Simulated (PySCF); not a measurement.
Compound: C₃H₆F₂Si (charge +1 and doublet state).
Numbering: `[F:1][CH2:2][C+:3]([F:4])[CH:5][SiH3:6]` (hydrogens: H7, H8 on C2; H9 on C5; H10, H11, H12 on Si6)

Cartesian coordinates in Å at the GFN2-xTB level; atoms count from 1:
```xyz
12
C3H6F2Si angstrom
F     -0.7242    1.5241   -0.0681
C     -1.5883    0.4820    0.0750
C     -0.8476   -0.8047    0.0368
F     -1.6377   -1.8532    0.1832
C      0.4875   -0.9852   -0.0752
Si     1.8184    0.3717   -0.0136
H     -2.1209    0.5997    1.0326
H     -2.3363    0.5372   -0.7317
H      0.8195   -2.0099   -0.1986
H      1.3981    0.9885   -1.3189
H      3.0843   -0.3395    0.1218
H      1.6485    1.4886    0.9305
```

The hyperfine couplings belong to this conformer and change with its torsions.

Level of theory: PySCF, UKS B3LYP, pcH-1 on C F H Si, non-relativistic, mean-field spin-orbit, GIAO. Geometry: GFN2-xTB, one conformer, isolated ion. The geometry wasn't refined by DFT: couplings that depend on bond lengths, twists or pyramidal angles can differ widely from those at the functional's own minimum, by a factor of two or more for some ions and for spin on atoms past the first row. The SCF solution wasn't tested for stability.

Computed for the main isotopes (class means, splittings of 0.05 mT or more): g = 2.0045; H10/H11/H12 1H +130.9 MHz (4.67 mT); F4 19F +90.4 MHz (3.22 mT); H7/H8 1H +71.5 MHz (2.55 mT); H9 1H -19.4 MHz (0.69 mT); 48 first-order lines, 23.01 mT wide.

Problem. What changes when 1H at H9 is replaced by 2H?

Solution. The spin density stays the same (vibrational effects aside), so a scales with the nuclear g factor: 0.85744/5.58569 = 0.1535, so a goes from -19.4 to -3.0 MHz (0.106 mT). The spin goes from 1/2 to 1, so the 1:1 doublet becomes a 1:1:1 triplet. The spectrum then has 72 first-order lines over 22.53 mT.

Problem. Give position and intensity of the satellites from 29Si at Si6.

Solution. a = +50.1 MHz, or 1.79 mT in magnitude, and I = 1/2, so to first order each main line has two satellites, at ±0.89 mT. The isotope's abundance is about 4.7 %, shared among 2 lines, so each has 2.5 % of the main line's intensity.

Problem. Give position and intensity of the satellites from 13C at C5.

Solution. a = +43.8 MHz, or 1.56 mT in magnitude, and I = 1/2, so to first order each main line has two satellites, at ±0.78 mT. The isotope's abundance is about 1.07 %, shared among 2 lines, so each has 0.54 % of the main line's intensity.

Nuclei that the bonding pattern makes equivalent are averaged, as if the motion that swaps them (rotation, inversion, ring flip) were fast. The three 1H nuclei of mean +130.9 MHz run from -6.4 to 305.6 MHz in the frozen geometry. The 1H value of +71.5 MHz is a mean of couplings from 57.4 to 85.5 MHz in this one geometry, not an average over conformers.
